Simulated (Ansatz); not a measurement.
Molecule: InI (charge -1, doublet). 
Structure (B3LYP-D3(BJ)/def2-TZVP (Ansatz, a program for electronic structure) minimum search):
```
In
I 1 3.0642
```
Charge -1, spin multiplicity 2.

Parts of the frozen-core correlation energy in def2-SVP (Ansatz, hartree). Frozen orbitals: 18; correlated occupied orbitals by spin: 6 and 5; virtual: 28 and 29. Open shells are spin-unrestricted. Spin-orbit coupling is left out. In def2 rows, elements after Kr have scalar-relativistic effective core potentials.

```csv
term,value
reference (HF),-485.95955
MP2 opposite-spin,-0.09902
MP2 same-spin,___
CCSD correlation,___
(T),___
CCSDT minus CCSD(T),-0.00047
T1 diagnostic,0.012
largest doubles amplitude,0.057
<S^2> of the reference,0.761
```

**Question.** Complete the blanks.

**Answer.** 
- MP2 same-spin, value: -0.03326
- CCSD correlation, value: -0.15240
- (T), value: -0.00283
